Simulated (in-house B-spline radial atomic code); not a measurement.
Ionisation energies along the 35-electron series, configuration [Ar] 3d10 4s2 4p5, as differences of self-consistent energies. NIST's values go from ground level to ground level; the uncertainty of those that are theory runs from under 0.1 % in few-electron ions to several per cent in heavy many-electron ones. Computed with a B-spline radial code for spherical atoms: non-relativistic Hartree-Fock, average of the configuration, point nuclei.

This level leaves out relativity, spin-orbit splitting included, which matters for heavy ions.

| ion | configuration after | ionisation energy (eV) | IE/(q+1)² (eV) | -ε less Coulomb ΔSCF (eV) | tabulated value (eV) | tabulated kind | computed minus tabulated (eV) |
| --- | --- | --- | --- | --- | --- | --- | --- |
| Tb30+ | [Ar] 3d10 4s2 4p4 | 1201.8 | 1.2506 | 0.56458 | 1208 | tabulated theory | -6.2 |
| Dy31+ | [Ar] 3d10 4s2 4p4 | 1268.6 | 1.2388 | 0.56517 | 1275 | tabulated theory | -6.4 |
| Ho32+ | [Ar] 3d10 4s2 4p4 | 1337.0 | 1.2277 | 0.56578 | 1346 | tabulated theory | -9.0 |
| Er33+ | [Ar] 3d10 4s2 4p4 | 1407.2 | 1.2173 | 0.56639 | 1416 | tabulated theory | -8.8 |
| Tm34+ | [Ar] 3d10 4s2 4p4 | 1479.1 | 1.2074 | 0.56702 | 1490 | tabulated theory | -10.9 |
| Yb35+ | [Ar] 3d10 4s2 4p4 | 1552.6 | 1.198 | 0.56766 | 1564 | tabulated theory | -11.4 |
| Lu36+ | [Ar] 3d10 4s2 4p4 | 1627.9 | 1.1892 | 0.5683 | 1641 | tabulated theory | -13.1 |
| Hf37+ | [Ar] 3d10 4s2 4p4 | 1705.0 | 1.1807 | 0.56894 | 1719 | tabulated theory | -14.0 |
| Ta38+ | [Ar] 3d10 4s2 4p4 | 1783.7 | 1.1727 | 0.56958 | 1799 | tabulated theory | -15.3 |
| W39+ | [Ar] 3d10 4s2 4p4 | 1864.1 | 1.1651 | 0.57022 | 1882.9 | semi-empirical | -18.8 |
| Re40+ | [Ar] 3d10 4s2 4p4 | 1946.2 | 1.1578 | 0.57087 | 1966 | tabulated theory | -19.8 |
| Os41+ | [Ar] 3d10 4s2 4p4 | 2030.1 | 1.1508 | 0.5715 | 2052 | tabulated theory | -21.9 |
| Ir42+ | [Ar] 3d10 4s2 4p4 | 2115.7 | 1.1442 | 0.57214 | 2139 | tabulated theory | -23.3 |
| Pt43+ | [Ar] 3d10 4s2 4p4 | 2202.9 | 1.1379 | 0.57277 | 2228 | tabulated theory | -25.1 |
| Au44+ | [Ar] 3d10 4s2 4p4 | 2291.9 | 1.1318 | 0.57339 | 2320 | tabulated theory | -28.1 |
| Hg45+ | [Ar] 3d10 4s2 4p4 | 2382.6 | 1.126 | 0.57401 | 2412 | tabulated theory | -29.4 |
| Tl46+ | [Ar] 3d10 4s2 4p4 | 2474.9 | 1.1204 | 0.57463 | 2508 | tabulated theory | -33.1 |
| Pb47+ | [Ar] 3d10 4s2 4p4 | 2569.0 | 1.115 | 0.57523 | 2605 | tabulated theory | -36.0 |
| Bi48+ | [Ar] 3d10 4s2 4p4 | 2664.8 | 1.1099 | 0.57583 | 2703 | tabulated theory | -38.2 |
